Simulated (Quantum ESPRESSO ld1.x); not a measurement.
Values are calculated unless marked as measured or tabulated.
Mean orbital radii <r> (bohr) of the niobium ion Nb+, [Kr] 4d4, of relativity; Dirac values are averaged over j with weights 2j + 1. Spin-unpolarised spherical Kohn-Sham, PBE, point nucleus, ld1.x of Quantum ESPRESSO 7.5. A level marked "c x" has the speed of light scaled by that factor and shares open shells by 2j + 1; other Dirac levels either fill j = l - 1/2 first or share by 2j + 1.

| shell | non-rel. |
|---|---|
| 1s | 0.03720 |
| 2s | 0.1629 |
| 2p | 0.1398 |
| 3s | 0.4549 |
| 3p | 0.4509 |
| 3d | 0.4321 |
| 4s | 1.189 |
| 4p | 1.315 |
| 4d | 2.033 |
| 5s (empty) | 3.491 |
| 5p (empty) | 4.385 |

Give the values at the level "Dirac, c x 100".

Answer. 
shell       Dirac, c x 100  change of magnitude (%)
1s                 0.03720                    0.00
2s                  0.1629                    0.00
2p                  0.1398                    0.00
3s                  0.4549                    0.00
3p                  0.4509                    0.00
3d                  0.4321                    0.00
4s                   1.189                    0.00
4p                   1.315                    0.00
4d                   2.033                    0.00
5s (empty)           3.491                    0.00
5p (empty)           4.385                    0.00
